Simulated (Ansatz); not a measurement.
Stepwise reaction of `[Cl][Ge][Cl]` with ammonia, as a gas-phase model of exchange steps in deposition or etching. ΔE in kJ/mol; ΔG adds harmonic PBE0-D4 terms to CCSD(T)/CBS, at 1 bar.

Gas-phase electronic energies from Ansatz, PBE0-D4/def2-TZVP geometries. CCSD(T)/CBS adds triple-zeta CCSD(T) − MP2 to the extrapolated MP2 energy (def2 sets, frozen cores). This one scheme is used for every species. DFT in def2-TZVPP. B3LYP here is the variant with VWN-RPA as its local correlation; programs differ in this. For Ge outer-core shells are correlated without core-valence functions, which leaves a few kJ/mol of doubt a bond. Scalar relativity is left out up to krypton. One conformer a species, not always the lowest.

| step | reaction | PBE-D4 | B3LYP-D4 | ωB97M-V | CCSD(T)/CBS | ΔG(400 K) |
| --- | --- | --- | --- | --- | --- | --- |
| 1 | `[Cl][Ge][Cl]` + NH₃ → `[NH2][Ge][Cl]` + HCl | 53.0 | 52.2 | 47.6 | 44.8 | 38.1 |

(1) Give the row of step 2, `[NH2][Ge][Cl]` + NH₃ → `[NH2][Ge][NH2]` + HCl. (Best estimate.)

(2) By hand: ΔE of the 2 steps together at CCSD(T)/CBS.

Answers

(1) Computed: 
| step | reaction | PBE-D4 | B3LYP-D4 | ωB97M-V | CCSD(T)/CBS | ΔG(400 K) |
| --- | --- | --- | --- | --- | --- | --- |
| 2 | `[NH2][Ge][Cl]` + NH₃ → `[NH2][Ge][NH2]` + HCl | 82.1 | 81.8 | 78.5 | 74.9 | 68.9 |

(2) (44.8) + (74.9) = 119.7 kJ/mol, or 59.9 kJ/mol a step.

In ΔE each step is higher than the one before. All are uphill at CCSD(T)/CBS. ΔG lies between 38.1 and 68.9 kJ/mol a step. PBE-D4 differs from CCSD(T)/CBS by 7.2 to 8.2 kJ/mol a step. Isolated molecules leave out the surface, adducts and barriers. Largest T1 diagnostic: 0.013.
